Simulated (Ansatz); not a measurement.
Ansatz (a program for electronic structure) input (BHLYP/def2-TZVPD):

Ansatz 0.2 input:
```yaml
crystal:
  periodic: [false, false, false]
  atoms:
    - {symbol: Si, position_ang: [0.35397185, -0.19609196, -0.04027398]}
    - {symbol: C, position_ang: [-1.11287934, -0.92829987, -0.95271794]}
    - {symbol: O, position_ang: [-0.08918613, -0.18847530, 1.55140301]}
    - {symbol: O, position_ang: [0.62911321, 1.39046493, -0.46024757]}
    - {symbol: H, position_ang: [-0.92740196, -0.96878892, -2.02670168]}
    - {symbol: H, position_ang: [-1.99063626, -0.30225445, -0.76879018]}
    - {symbol: H, position_ang: [-1.32079849, -1.93808744, -0.59693360]}
    - {symbol: H, position_ang: [0.43277014, 0.35152095, 2.15172083]}
    - {symbol: H, position_ang: [1.20831996, 1.55677965, -1.20839556]}
basis:
  gaussian:
    orbitals: def2-TZVPD
hamiltonian:
  xc: {name: BHLYP}
magnetization: {spin_polarized: true, initial_magnetization: 1}
output: {forces: true}
```

Output:

```
Functional definition: BHLYP
integrals: 0.12 GiB planned
1211 factors; their error is unknown
mean field: 1.40 GiB planned
mean field evaluation 1: about -13082.0915 eV, gradient 5.2e1 eV
mean field evaluation 2: about -13078.9307 eV, gradient 6.0e1 eV
mean field evaluation 4: about -13091.7025 eV, gradient 2.1e0 eV
mean field evaluation 8: about -13091.7248 eV, gradient 1.2e-1 eV
mean field evaluation 16: about -13091.7640 eV, gradient 2.7e-4 eV
mean field -13091.76402553 eV, -481.1134540218 hartree, gradient 2.7e-5 eV, S^2 0.752851; 0 other end points of the search recorded, 0 dependent functions left out
the calculation of the forces begins
reference -13091.76422127 eV, -481.1134612152 hartree; 21, 20 occupied and 184, 185 virtual orbitals, 1211 factors
Total energy: -13091.76422127 eV, -481.1134612152 hartree
Atom 0 at     0.353972    -0.196092    -0.040274 Å, force    -0.356339     0.423242     0.280707 eV/Å
Atom 1 at    -1.112879    -0.928300    -0.952718 Å, force     0.017206    -0.008884    -0.030373 eV/Å
Atom 2 at    -0.089186    -0.188475     1.551403 Å, force     0.515620     0.343267    -0.167885 eV/Å
Atom 3 at     0.629113     1.390465    -0.460248 Å, force     0.279958    -0.445646    -0.308043 eV/Å
Atom 4 at    -0.927402    -0.968789    -2.026702 Å, force    -0.051974     0.003781     0.236837 eV/Å
Atom 5 at    -1.990636    -0.302254    -0.768790 Å, force     0.207573    -0.144622    -0.040659 eV/Å
Atom 6 at    -1.320798    -1.938087    -0.596934 Å, force     0.048264     0.230174    -0.079697 eV/Å
Atom 7 at     0.432770     0.351521     2.151721 Å, force    -0.318445    -0.324591    -0.336721 eV/Å
Atom 8 at     1.208320     1.556780    -1.208396 Å, force    -0.341863    -0.076722     0.445834 eV/Å
Dipole moment:     0.217018     0.043803    -0.216855 e Å
```

It need not be the lowest isomer of its formula.
